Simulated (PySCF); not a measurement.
Order these species by their calculated properties.

All species are isolated and taken at one optimised geometry (atoms past krypton carry core potentials, spin–orbit coupling is left out); the electronic structure was computed with PySCF and density fitting.

The conformers computed, where there is a choice (atom-mapped SMILES and torsion angles):
- `[O:1]=[CH:2][C@@:3]12[CH2:4][CH2:5][C@@H:6]1[CH2:7][C@@H:8]2[F:9]`: O1–C2–C3–C4 158°
- `[CH3:1][CH:2]([CH3:3])[O:4][SiH2:5][CH2:6][SiH3:7]`: C1–C2–O4–Si5 -84°, C2–O4–Si5–C6 -164°, O4–Si5–C6–Si7 38°
- `[F:1][SiH2:2][CH2:3][Cl:4]`: F1–Si2–C3–Cl4 180°
- `[CH3:1][O:2][CH2:3][CH2:4][C:5](=[O+:6])[OH:7]`: C1–O2–C3–C4 151°, O2–C3–C4–C5 -48°, C3–C4–C5–O6 22°, H–O7–C5–C4 -177°
- `[O:1]=[CH:2][C@@:3]12[CH2:4][CH2:5][C@@H:6]1[CH2:7][C@H:8]2[F:9]`: O1–C2–C3–C4 -7°

Question: Rank by HOMO–LUMO gap, lowest first (CAM-B3LYP/def2-SVPD at PBE0-D3(BJ)/def2-SVP geometries).
A. `CC(C)O[SiH2]C[SiH3]`
B. `O=C[C@@]12CC[C@@H]1C[C@@H]2F`
C. `[CH2]([Sn]([CH2]C)([CH2]C)[SiH3])C`
D. `[O]=[V]([Cl])([Cl])[Cl]`

Answer: D (7.39 eV), B (8.96 eV), C (9.26 eV), A (10.55 eV).

Question: Rank by smallest rotational constant, highest first (PBE0-D3(BJ)/def2-SVP).
A. `O=C[C@@]12CC[C@@H]1C[C@@H]2F`
B. `COCCC(=[O+])O` [radical]
C. `O=C=[Se]`
D. `[SiH3]C[SiH2]OC(C)C`
E. `[AsH3]->[Cu][Br]`
F. `F[SiH2]CCl`

Answer: C (4.035 GHz), F (1.716 GHz), B (1.456 GHz), A (1.295 GHz), D (0.747 GHz), E (0.624 GHz).

Question: Rank by HOMO energy, highest first (CAM-B3LYP/def2-SVPD at PBE0-D3(BJ)/def2-SVP geometries).
A. `CC(C)O[SiH2]C[SiH3]`
B. `C[CH2][Sn]([SiH3])([CH2]C)[CH2]C`
C. `O=C[C@@]12CC[C@@H]1C[C@@H]2F`
D. `[O]=[V]([Cl])([Cl])[Cl]`
E. `O=C[C@@]12CC[C@@H]1C[C@H]2F`

Answer: B (-8.35 eV), E (-8.86 eV), C (-8.99 eV), A (-9.38 eV), D (-11.05 eV).

Question: Rank by static isotropic polarisability, highest first (CAM-B3LYP/def2-SVPD at PBE0-D3(BJ)/def2-SVP geometries).
A. `C[CH2][Sn]([SiH3])([CH2]C)[CH2]C`
B. `[O]=[V]([Cl])([Cl])[Cl]`
C. `O=C[C@@]12CC[C@@H]1C[C@@H]2F`
D. `C(C)(C)O[SiH2]C[SiH3]`

Answer: A (147.8 au), D (107.0 au), B (81.0 au), C (79.1 au).

Question: By how much do the two ends of that ranking differ?

Answer: By 68.7 au, between `C[CH2][Sn]([SiH3])([CH2]C)[CH2]C` and `O=C[C@@]12CC[C@@H]1C[C@@H]2F`.

Question: Rank by dipole moment, lowest first (B3LYP/def2-SVPD at PBE0-D3(BJ)/def2-SVP geometries).
A. `[AsH3]->[Cu][Br]`
B. `O=C=[Se]`
C. `F[SiH2]CCl`
D. `[CH3][GeH2][CH3]`

Answer: C (0.53 D), D (0.69 D), B (0.91 D), A (7.88 D).

Question: Rank by electronic spatial extent ⟨r²⟩ about the centre of nuclear charge, highest first (B3LYP/def2-SVPD at PBE0-D3(BJ)/def2-SVP geometries).
A. `[CH3][GeH2][CH3]`
B. `O=C=[Se]`
C. `[AsH3]->[Cu][Br]`
D. `F[SiH2]CCl`

Answer: C (1462 bohr²), D (632 bohr²), A (372 bohr²), B (280 bohr²).

Question: Give the two extremes of that set in Å².

Answer: `O=C=[Se]`: 78 Å²; `[AsH3]->[Cu][Br]`: 409 Å².
